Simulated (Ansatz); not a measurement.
Geometry optimisation, Ansatz 0.2.0, RKS PBE0/def2-SVP.

Input:

```yaml
crystal:
  periodic: [false, false, false]
  atoms:
    - { symbol: Al, position_ang: [-0.3601, 0.1051, -0.5155] }
    - { symbol: F, position_ang: [1.2767, -1.2309, -0.4911] }
    - { symbol: O, position_ang: [-0.0366, 1.1834, -1.6903] }
    - { symbol: O, position_ang: [-1.6383, -0.753, 0.02] }
    - { symbol: H, position_ang: [1.4925, -0.526, 0.4558] }
    - { symbol: Se, position_ang: [1.0397, 0.8654, 1.8044] }
    - { symbol: H, position_ang: [0.2521, 1.743, -2.3919] }
    - { symbol: H, position_ang: [-2.4192, -1.2564, 0.1859] }
    - { symbol: H, position_ang: [0.3932, -0.1306, 2.6227] }
basis:
  gaussian: { orbitals: def2-SVP }
hamiltonian:
  xc: pbe0
relax:
  f_tol: 0.15
  max_steps: 25
  restrain:
    - { distance: [0, 5], at: 2.41, k: 30.0 }
    - { distance: [4, 1], at: 0.88, k: 30.0 }
    - { distance: [0, 1], at: 3.08, k: 30.0 }
    - { distance: [4, 5], at: 2.81, k: 30.0 }
```

Command:

```bash
$ ansatz run input.yaml --threads 2 --pin off --max-ram 3072MiB --backend cpu --events-out ev --progress --plain --runs-dir out
```

Task: Where does it end, and by what steps?

Result: It converged. The restraints hold the end off the free minimum. After 12 steps the energy has fallen by 0.525 eV (the restraints' own energy left out); H5 moved furthest, 0.85 Å. Parted: Al1–F2. Joined: F2–H5.

```csv
step,energy less start (eV),largest force component (eV/Å),accepted
0,0.0000,2.375,yes
1,0.0148,2.301,yes
2,-0.0900,1.413,yes
3,-0.0493,3.183,yes
4,-0.2340,1.807,yes
5,-0.2974,0.924,yes
6,-0.3102,0.531,yes
7,-0.3372,0.977,yes
8,-0.4302,0.803,yes
9,-0.3869,1.657,no
10,-0.4844,0.795,yes
11,-0.5155,0.959,yes
12,-0.5255,0.917,yes
```

```xyz
9
Properties=species:S:1:pos:R:3
Al -0.541 0.407 -0.120
F 1.827 -1.495 -0.579
O -0.473 1.116 -1.651
O -1.782 -0.662 0.317
H 2.089 -1.072 0.187
Se 0.923 1.004 1.671
H 0.227 1.599 -2.088
H -2.423 -1.021 -0.302
H 0.152 0.125 2.566
```

Whether the end is a true minimum wasn't checked by a vibrational analysis.

Time of the run: 39 s on 2 threads of Arm Neoverse V2, with other jobs on the host, peak memory 0.27 GiB.
